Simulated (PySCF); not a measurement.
Electron correlation in Ge²⁺ (germanium, charge +2)

Starting occupation: [Ar] 3d10 4s2. Calculation: PySCF 2.14, in x2c-TZVPall-2c (6s7p4d1f, 54 functions); X2C-1e with screened-nucleus spin-orbit coupling, Gaussian nucleus. Frozen: [Ne]; 20 electrons correlated.

MP2 pair energies summed by pair of shells (mhartree):

```csv
pair,energy,share (%)
3d3/2-3d5/2,-54.27,17.9
3d5/2-3d5/2,-37.30,12.3
3d5/2-3p3/2,-34.32,11.3
4s1/2-4s1/2,-28.07,9.3
3d3/2-3p3/2,-23.37,7.7
3d5/2-3p1/2,-17.37,5.7
3d3/2-3d3/2,-15.26,5.0
3d5/2-4s1/2,-12.84,4.2
3p1/2-3p3/2,-11.44,3.8
3d5/2-3s1/2,-11.40,3.8
3d3/2-3p1/2,-10.69,3.5
3p3/2-3p3/2,-10.34,3.4
3d3/2-4s1/2,-8.44,2.8
3p3/2-3s1/2,-7.58,2.5
3d3/2-3s1/2,-7.52,2.5
3p1/2-3s1/2,-3.75,1.2
3p3/2-4s1/2,-3.08,1.0
3p1/2-3p1/2,-2.22,0.7
3s1/2-3s1/2,-1.47,0.5
3p1/2-4s1/2,-1.42,0.5
3s1/2-4s1/2,-0.55,0.2
```

Total MP2 correlation energy: -302.70 mhartree.

MP2 falls well short for the outer s pair, which is nearly degenerate with np².

This basis was not built for core-valence correlation, so the inner-shell part is incomplete.
